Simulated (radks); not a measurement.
The numbers below are computed, except where a source is named.
Q: All-electron atom: Fe7+ in [Ar] 3d1. Code: a radial shooting solver on a logarithmic mesh with Libxc functionals. Model: Dirac Kohn-Sham, relativistic LDA (MacDonald-Vosko exchange, VWN5 correlation), spin-unpolarised, spherical densities, finite nucleus; open shells fill j = l - 1/2 first; Fermi nuclear charge, rms radius 3.7377 fm. Some entries of the table are withheld. Estimate them.

| orbital | occ. | eigenvalue (eV) | <1/r> (bohr^-1) | r(max) (bohr) |
|---|---|---|---|---|
| 1s1/2 | 2 | -7109.846 | 25.89 | 0.03840 |
| 2s1/2 | 2 | -966.6908 | 5.565 | 0.2232 |
| 2p1/2 | 2 | -855.6973 | 5.517 | 0.1784 |
| 2p3/2 | 4 | -843.3088 | 5.420 | 0.1809 |
| 3s1/2 | 2 | -227.0516 | 1.874 | 0.6813 |
| 3p1/2 | 2 | -193.4614 | 1.783 | 0.6781 |
| 3p3/2 | 4 | -191.5650 | 1.762 | 0.6843 |
| 3d3/2 | 1 | (1) | 1.573 | (2) |
| 3d5/2 | 0 | (3) | 1.568 | (4) |
| 4s1/2 | 0 | -87.6636 | 0.8116 | 1.629 |
| 4p1/2 | 0 | -76.9904 | 0.7622 | 1.720 |
| 4p3/2 | 0 | -76.5293 | 0.7565 | 1.731 |

A: 
(1) 3d3/2 eigenvalue (eV): -137.3192
(2) 3d3/2 r(max) (bohr): 0.6165
(3) 3d5/2 eigenvalue (eV): -137.0461
(4) 3d5/2 r(max) (bohr): 0.6181
